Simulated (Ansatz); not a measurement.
Isolated molecules relaxed with PBE0-D4/def2-TZVP in Ansatz; ΔE leaves out vibrations. CCSD(T)/CBS adds triple-zeta CCSD(T) − MP2 to the extrapolated MP2 energy (def2 sets, frozen cores). Functionals use def2-TZVPP. Elements past krypton have def2 core potentials. For In outer-core shells are correlated without core-valence functions, which leaves a few kJ/mol of doubt a bond. Each species was taken in one conformer, which may not be the lowest.

`SB1N[SiH2]1` + `[SiH3][O][InH2]` → `[SiH3]OB1N[SiH2]1` + `[SH][InH2]`  (redistribution)

CCSD(T)/CBS gives -19.7 kcal/mol.

Q: Another level gave -21.6 kcal/mol. Which?
A. HF/def2-TZVPP
B. SCS-MP2/def2-TZVPP
C. PBE0/def2-TZVPP
D. r2SCAN-D4/def2-TZVPP

A: C. PBE0 -21.6, SCS-MP2/def2-TZVPP -19.4, HF/def2-TZVPP -24.6, r2SCAN-D4 -20.5 kcal/mol.

Largest T1 diagnostic among the species: 0.015.

From PBE to PBE0 (25 % exact exchange), in def2-TZVPP and without D4, ΔE moves by −1.4 kcal/mol. In def2-TZVPP, CCSD(T) changes the Hartree–Fock value by +4.4 kcal/mol (the triples alone add +0.7 kcal/mol) and MP2 by +5.1 kcal/mol.
